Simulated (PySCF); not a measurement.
Gas-phase reaction: ZrO₂ + 2 OH + ZrCl₄ + H₂ = 2 ZrCl₂(OH)₂

Computed with PySCF and rigid-rotor harmonic-oscillator thermochemistry at 1 bar. † marks an energy on the PBE0/def2-TZVP geometry and frequencies. Open shells (unrestricted): OH (multiplicity 2); the rest are closed-shell singlets. Spin-orbit splitting is ignored; it lowers the true energy and changes the entropy of OH. Zr: scalar-relativistic def2 core potential, no spin-orbit coupling. ZrCl₂(OH)₂: computed as isolated molecules; such fragments, hydroxides, amides, oligomers or adducts are transient or little studied in the gas.

BLYP/def2-TZVP† gives ΔH°(298 K) = -1111 kJ.

What do HF/def2-TZVP†, PBE0/def2-QZVP†, PBE/def2-TZVP† give?

HF/def2-TZVP†: -1103 kJ; PBE0/def2-QZVP†: -1179 kJ; PBE/def2-TZVP†: -1146 kJ. For scale, ΔH°(298 K) is -1111 kJ at this level, -1219 kJ at ωB97M-V/def2-TZVP†, and runs from -1596 to -1103 kJ over the 18 levels computed.
